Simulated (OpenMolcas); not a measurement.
2s² 2p² along the 6-electron sequence

```json
{"Program": "OpenMolcas", "Method": "CASSCF", "Basis": "ANO-RCC-VQZP", "Scalar Hamiltonian": "DKH2, point nucleus", "Spin-orbit coupling": "state interaction with AMFI integrals over the reference wave functions, term energies averaged over their components"}
```

Active space for each ion: 4 electrons in 4 orbitals (2s 2p).

Computed levels in cm-1 above ³P₀:

```tsv
Level	C	N+	O2+	F3+	Ne4+
³P₁	15.1	44.7	104	216	392
³P₂	45.1	133	306	631	1130
¹D₂	12734	17499	22676	27881	32966
¹S₀	21129	30671	40557	50977	61074
weight of ³P in the lowest level (%)	100	100	100	100	100
```

Measured, with the error of the calculation in %. Measured levels: C, N+ from NIST Handbook of Basic Atomic Spectroscopic Data; O2+ from Moore, Selected Tables of Atomic Spectra, NSRDS-NBS 3, section 11; F3+ from Moore, Atomic Energy Levels, vol. I, NSRDS-NBS 35 (1971 reprint of NBS Circular 467, 1949); Ne4+ from NIST levels in Podobedova, Fuhr, Reader and Wiese, J. Phys. Chem. Ref. Data 33, 525 (2004).

```json
{"Level": "³P₁", "C": "16.4 (-8.1)", "N+": "48.7 (-8.1)", "O2+": "113 (-8.4)", "F3+": "225 (-4.0)", "Ne4+": "412 (-4.9)"}
{"Level": "³P₂", "C": "43.4 (+3.8)", "N+": "131 (+1.5)", "O2+": "", "F3+": "613 (+2.9)", "Ne4+": "1110 (+1.8)"}
{"Level": "¹D₂", "C": "10193 (+24.9)", "N+": "15316 (+14.3)", "O2+": "20273 (+11.9)", "F3+": "25241 (+10.5)", "Ne4+": "30292 (+8.8)"}
{"Level": "¹S₀", "C": "21648 (-2.4)", "N+": "32689 (-6.2)", "O2+": "43186 (-6.1)", "F3+": "53544 (-4.8)", "Ne4+": "63914 (-4.4)"}
```

The fine-structure level ³P₂ changes by a factor of 25.1 from C to Ne4+. Its fourth root runs 2.59, 3.40, 4.18, 5.01, 5.80, with steps per unit of Z of 0.80, 0.79, 0.83, 0.79; equal steps would mean a (Z - σ)^4 law with constant σ.

¹D₂ changes by a factor of 2.59 over the same range, with steps per unit of Z of +4760, +5180, +5200, +5080 cm-1.

Without dynamic correlation excited terms often stand tens of per cent too high (terms of higher spin than the ground term too low), and those without a measured partner can miss by more than the paired ones (holds for C; N+). Computed and measured levels are paired by configuration, term and J; levels that our copy of the source lacks, or whose pairing is in doubt (as where it misses far off the trend of its configuration), stay unpaired and out of the deviations. Only configurations of the active space appear.
